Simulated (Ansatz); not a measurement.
Ideal-gas functions of CH2F2OZn (`FC(F)[O][ZnH]`) at 500 K and 1 bar, from an Ansatz frequency run at PBE0-D4/def2-TZVP.

Molar mass 133.41 g/mol, point group Cs (symmetry number 1), electronic degeneracy 1, moments of inertia 70.857, 260.755, 279.54 u Å². Harmonic wavenumbers (cm⁻¹, unscaled): 16, 94, 457, 458, 513, 539, 563, 740, 1011, 1057, 1301, 1348, 1389, 2004, 3103.

Use S(trans) = R[1.5 ln M + 2.5 ln T − 1.1517]; rotational temperatures θ = 24.2544 K / I; S(rot) = R[ln(√π/σ · √(T³/θAθBθC)) + 1.5]; for each mode x = 1.438777 ν̃/T, S = R[x/(eˣ − 1) − ln(1 − e⁻ˣ)] and H = RT x/(eˣ − 1); 1 cm⁻¹ = 0.0119627 kJ/mol; R = 8.31446 J/(mol·K).

Problem. By hand: the entropy, in J/(mol·K).

Solution. Translation 180.6. Rotation: θ = 0.3423, 0.093, 0.0868 K, giving 119.2. Vibration, mode by mode: 33.91, 19.21, 6.61, 6.60, 5.79, 5.45, 5.16, 3.44, 1.86, 1.68, 0.95, 0.85, 0.78, 0.18, 0.01, in all 92.5. Electronic 0.0. Sum 392.3 J/(mol·K).

Problem. By hand: H − E and G − E in kJ/mol, counted from the electronic energy.

Solution. Zero-point energy ½ × 14593 × 0.0119627 = 87.3; thermal vibration 20.5; translation, rotation and pV give 4 RT = 16.6. H − E = 124.4 kJ/mol, and G − E = 124.4 − 500 × 392.3/1000 = -71.8 kJ/mol.

Vibration gives 24 % of the entropy, 53.1 J/(mol·K) of it from the modes under 150 cm⁻¹: soft modes count most, and the harmonic formula is weakest for them. The sum counts one conformer and one mirror image; others add a mixing term.
